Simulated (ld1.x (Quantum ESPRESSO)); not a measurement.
# Ti: variants of one TM potential

Base potential:

titanium, norm-conserving Troullier–Martins (Kleinman–Bylander form), made with ld1.x (Quantum ESPRESSO) 7.5 (LDA (PZ), scalar-relativistic). Core [Ne], reference 3s2 3p6 3d1 4s0 4p0 (charge +3). Waves: 3s (bound): rc 1.60 bohr; 3p (bound): rc 1.65 bohr; 3d (bound): rc 2.20 bohr. Local part: the d channel. Core correction: none.

Cutoffs, loose and tight: the cutoffs (Ry, on a coarse ladder) from which the occupation-weighted sum of valence levels, in a spherical-Bessel basis at the reference potential, stays within 10 and 1 mRy of its value at 400 Ry. They do not see the model core or the augmentation charge, which bear on the density cutoff. Test errors are all-electron minus pseudo excitation energies from the reference, over the configurations 3s2 3p6 3d2 4s2 4p0; 3s2 3p6 3d2 4s1 4p0; 3s2 3p6 3d2 4s0 4p0; 3s2 3p6 3d2 4s1.5 4p0; 3s2 3p5 3d2 4s2 4p0; 3s2 3p6 3d3 4s0 4p0; 3s2 3p6 3d2 4s0 4p2 (two spin-polarised tests are not counted in the largest error). A dash means not determined; rows that change the core or the reference have their own tests.

```tsv
change	outcome	cutoff, loose	cutoff, tight	bound ghosts	largest test error (meV)
base	generated	50 Ry	80 Ry	none	+1296
all radii scaled by about 0.74 (s 1.18, p 1.22, d 1.62 bohr)	generated	100 Ry	160 Ry	none	+141
all radii scaled by about 0.83 (s 1.32, p 1.36, d 1.82 bohr)	generated	70 Ry	100 Ry	none	+293
all radii scaled by about 0.94 (s 1.50, p 1.56, d 2.08 bohr)	generated	50 Ry	80 Ry	none	+875
all radii scaled by about 1.05 (s 1.68, p 1.74, d 2.30 bohr)	generated	45 Ry	80 Ry	none	+1847
all radii scaled by about 1.10 (s 1.76, p 1.82, d 2.42 bohr)	generated	45 Ry	70 Ry	none	+2529
all radii scaled by about 1.35 (s 2.16, p 2.24, d 2.98 bohr)	generated	35 Ry	60 Ry	none	+6232
```

(1) What comes out with this change to the base: all radii scaled by about 1.23 (s 1.96, p 2.02, d 2.70 bohr)?

(2) What comes out with this change to the base: all radii scaled by about 1.27 (s 2.04, p 2.10, d 2.80 bohr)?

Answers

(1) outcome: generated; cutoff, loose: 40 Ry; cutoff, tight: 70 Ry; bound ghosts: none; largest test error (meV): +4423.

(2) outcome: generated; cutoff, loose: 35 Ry; cutoff, tight: 70 Ry; bound ghosts: none; largest test error (meV): +5233.

Reading the sweep of the scale of all radii (base = 1) (base included, trends over the rows without a ghost): The loose cutoff falls from 100 Ry at 0.74 to 35 Ry at 1.35. A larger radius leaves more room for a smooth pseudo-wave, so fewer plane waves are needed; a smaller one forces it to follow the all-electron wave where it bends sharply. The median size of the test errors (rows with all tests solved) rises from 14.0 meV at 0.74 to 1796.6 meV at 1.35. More of the atom is replaced by a form fitted at one configuration, so other configurations suffer as the radius grows.
